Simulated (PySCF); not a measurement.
B(SeH)3 (BH3Se3), SMILES [SeH]B([SeH])[SeH].

Geometry: B3LYP-D3(BJ)/def2-SVP. One conformer was computed; it need not be the lowest.

Two levels are set side by side: TDDFT-PBE/def2-SVPD (PySCF) and TDDFT-B3LYP/def2-SVPD (PySCF). Vertical, same geometry. The lowest singlet is HOMO→LUMO+1 100 % with PBE and HOMO→LUMO 94 % with the other functional; states are paired by order. Differences are taken from unrounded values.

```json
[
 {"quantity": "lowest singlet excitation (eV)", "TDDFT-PBE": "4.14"},
 {"quantity": "lowest triplet excitation (TDA) (eV)", "TDDFT-PBE": "3.81"},
 {"quantity": "first bright state (f over 0.05) (eV)", "TDDFT-PBE": "4.63"},
 {"quantity": "its oscillator strength", "TDDFT-PBE": "0.17"}
]
```

### Question
These are the TDDFT-PBE values. What does TDDFT-B3LYP give? (The exact figures need the calculation; the answer reports its results.)

### Answer

```csv
quantity,TDDFT-B3LYP,TDDFT-PBE minus TDDFT-B3LYP
lowest singlet excitation (eV),4.54,-0.40
lowest triplet excitation (TDA) (eV),4.13,-0.32
first bright state (f over 0.05) (eV),4.93,-0.30
its oscillator strength,0.18,-0.02
```

A lower first singlet is the usual sign of a functional without exact exchange. Differences between two approximate levels are no errors against the true value.

Rough cost on one machine, each run with all the roots and properties that it gave: TDDFT-B3LYP against TDDFT-PBE about 3 times.
